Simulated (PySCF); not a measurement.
Isomers of C5H8F3OP, from PBE0-D3(BJ)/def2-SVP geometry optimisation, gas phase (PySCF). One conformer each, no zero-point energy, no frequencies.

Question: Which isomer lies lowest at this level?
A. `[CH3:1][CH2:2][P@:3]([CH3:4])(=[O:5])[C:6]([F:7])=[C:8]([F:9])[F:10]` with C1–C2–P3–C4 -56°, C2–P3–C6–F7 -73°: A = 1537, B = 838.3, C = 714.6 MHz, dipole 3.48 D
B. `[O:1]=[P@@H:2]1[CH2:3][CH2:4][C@H:5]([C:6]([F:7])([F:8])[F:9])[CH2:10]1` with O1–P2–C3–C4 -109°, P2–C3–C4–C5 -38°, C3–C4–C5–C6 173°, C4–C5–C10–P2 -36°: A = 2449, B = 646.8, C = 592.5 MHz, dipole 3.50 D
C. `[CH3:1]/[CH:2]=[CH:3]/[P@@:4]([CH3:5])(=[O:6])[C:7]([F:8])([F:9])[F:10]` with C2–C3–P4–C5 -130°: A = 1675, B = 763.6, C = 684.2 MHz, dipole 4.13 D

Answer: B. That is `C1[C@H](CC[P@H]1=O)C(F)(F)F`, 22.7 kcal/mol below the next.

```tsv
SMILES	mapped SMILES	E (Eh)	relative (kcal/mol)	relative (kJ/mol)	dipole (D)
O=[P@@H]1CC[C@H](C(F)(F)F)C1	[O:1]=[P@@H:2]1[CH2:3][CH2:4][C@H:5]([C:6]([F:7])([F:8])[F:9])[CH2:10]1	-910.25391	0.0	0.0	3.50
C/C=C/[P@@](C)(=O)C(F)(F)F	[CH3:1]/[CH:2]=[CH:3]/[P@@:4]([CH3:5])(=[O:6])[C:7]([F:8])([F:9])[F:10]	-910.21772	22.7	95.0	4.13
CC[P@](C)(=O)C(F)=C(F)F	[CH3:1][CH2:2][P@:3]([CH3:4])(=[O:5])[C:6]([F:7])=[C:8]([F:9])[F:10]	-910.19004	40.1	167.7	3.48
```

As drawn, the highest has a C=C bond outside aromatic rings, which the lowest lacks.
